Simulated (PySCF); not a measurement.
C2H4Cl2Si2, SMILES C#C[Si]([SiH3])(Cl)Cl. Atoms are numbered in the order given.

```xyz
10

C      2.0102     2.3627     0.0000
C      1.1741     1.4779     0.0000
Si     0.0016     0.0822     0.0000
Si     1.0719    -1.9945     0.0000
Cl    -1.1985     0.2311     1.6888
Cl    -1.1985     0.2311    -1.6888
H      2.7422     3.1504     0.0000
H      1.9203    -2.1083    -1.2202
H      0.0336    -3.0627     0.0000
H      1.9203    -2.1083     1.2202
```
Charge 0, spin multiplicity 1.

The structure is a stationary point at B3LYP-D3(BJ)/def2-SVP. This is a generated structure with no PubChem entry under its InChIKey; it may be hypothetical.

Two levels are set side by side: PBE/pcSseg-1 (PySCF) and KT2/pcSseg-1 (PySCF). GIAO shifts against HCl (³⁵Cl), TMS (²⁹Si), TMS (¹H), TMS (¹³C) at the same level; non-relativistic, no solvent, atoms listed together averaged. Without spin–orbit terms, shifts of atoms bonded to Cl or Br come out too high at both levels. Differences are taken from unrounded values.

```json
[
 {"quantity": "δ(¹³C) of C1 (ppm)", "KT2": "99.8"},
 {"quantity": "δ(¹³C) of C2 (ppm)", "KT2": "82.2"},
 {"quantity": "δ(²⁹Si) of Si3 (ppm)", "KT2": "7.7"},
 {"quantity": "δ(²⁹Si) of Si4 (ppm)", "KT2": "-94.3"},
 {"quantity": "δ(³⁵Cl) of Cl5, Cl6 (ppm)", "KT2": "143.3"},
 {"quantity": "δ(¹H) of H7 (ppm)", "KT2": "3.39"},
 {"quantity": "δ(¹H) of H8, H9, H10 (ppm)", "KT2": "3.94"}
]
```

Problem. What does PBE give, and how far is it from KT2? (The exact figures need the calculation; the answer reports its results.)

Solution. 
| quantity | PBE | PBE minus KT2 |
|---|---|---|
| δ(¹³C) of C1 (ppm) | 106.4 | 6.6 |
| δ(¹³C) of C2 (ppm) | 89.1 | 6.9 |
| δ(²⁹Si) of Si3 (ppm) | 10.5 | 2.8 |
| δ(²⁹Si) of Si4 (ppm) | -97.3 | -3.0 |
| δ(³⁵Cl) of Cl5, Cl6 (ppm) | 138.2 | -5.1 |
| δ(¹H) of H7 (ppm) | 3.09 | -0.30 |
| δ(¹H) of H8, H9, H10 (ppm) | 3.97 | 0.03 |

Rough cost on one machine, each run with all the roots and properties that it gave: KT2 against PBE within a factor of 2.
